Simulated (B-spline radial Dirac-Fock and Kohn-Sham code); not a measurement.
ΔSCF core binding energies without Breit or QED terms, calculated with a B-spline atomic structure program.

A sound run for the N⁺ ion, configuration 1s2 2s2 2p2: The ground state converged in 9 iterations, with total energy -53.87927 Ha, virial ratio 1.99882 and highest orbital energy -29.15 eV. ΔSCF binding energies: K (1s) 432.7 eV. Holes are computed only in closed shells, and unreliable hole states are left out.

A second run, with one unsound setting: The ground state converged in 8 iterations, with total energy -53.74258 Ha, virial ratio 1.98130 and highest orbital energy -26.56 eV. ΔSCF binding energies: K (1s) 430.1 eV. Holes are computed only in closed shells, and unreliable hole states are left out.

```
iter   energy (Ha)        error
   1      -53.02644442  2.73e-01
   2      -53.73003328  1.49e-02
   3      -53.74001455  5.79e-03
   4      -53.74201650  2.26e-03
   5      -53.74257202  9.04e-04
   6      -53.74258346  1.60e-04
   7      -53.74258392  5.15e-06
   8      -53.74258392  1.81e-07
```

Q: Which fault fits the second run best?
A. too few iterations
B. tolerance below the noise
C. box too small
D. unbound anion

A: C. The input had rmax = 3.0: rmax squeezes the outer orbitals.
